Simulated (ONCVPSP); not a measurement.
# Nb (Z = 41), ONCV: configuration errors across variants

```
Element                 : Nb
Generator               : ONCVPSP 4.0.1
Type                    : optimised norm-conserving Vanderbilt (ONCV)
Functional              : PBE
Relativity              : scalar-relativistic
Frozen core             : [Ar] 3d10 4s2
Valence charge          : 11
Reference configuration : 4p6 4d4.5 5s0.5
Partial waves           : 5s: rc 3.25 bohr, ncon 4, nbas 9, qcut 1.6 1/bohr, 2 projectors, debl 2.8 Ha; 4p: rc 2.15 bohr, ncon 4, nbas 8, qcut 6.3 1/bohr, 1 projector; 4d: rc 2.85 bohr, ncon 4, nbas 9, qcut 5.2 1/bohr, 2 projectors, debl 2.8 Ha
Local potential         : polynomial inside 1.80 bohr (lpopt 5, dvloc0 6 Ha)
Core correction         : none
```

All-electron excitation energies from the reference (eV): (1) 4p6 4d4 5s1 -0.558; (2) 4p6 4d4 5s0 6.079; (3) 4p6 4d3 5s0 20.120; (4) 4p6 4d5 5s0 0.712.

4 further variants failed, have other tests or another functional or relativity, and are left out.

A true bound ghost makes a file unfit for plane-wave use even where its test errors are small: the radial tests pick states by their node count and pass the ghost by.

Errors AE − PS in meV (a dash: test not solved or not reliable):

```tsv
change	(1)	(2)	(3)	(4)	bound ghosts	GHOST(+) flags above zero
base	+6.2	-3.7	+11	+2.7	none	s
d: rc 2.15, qcut 6.9, nproj 0; local potential the d channel	+2.4	-2.3	-4.6	0.0	none	s
s: qcut 0.9	+8.8	-5.1	+0.9	+4.7	none	s
local potential polynomial inside 1.80 bohr (lpopt 5, dvloc0 -0.5 Ha)	+8.1	+4.7	+72	+4.4	none	s, d
```

(1) Give the same row for: all radii scaled by about 1.21 (s 3.94, p 2.60, d 3.44 bohr); local potential polynomial inside 2.18 bohr (lpopt 5, dvloc0 6 Ha).

Answers

(1) +15, -21, -27, +11; bound ghosts: s; GHOST(+) flags above zero: s.
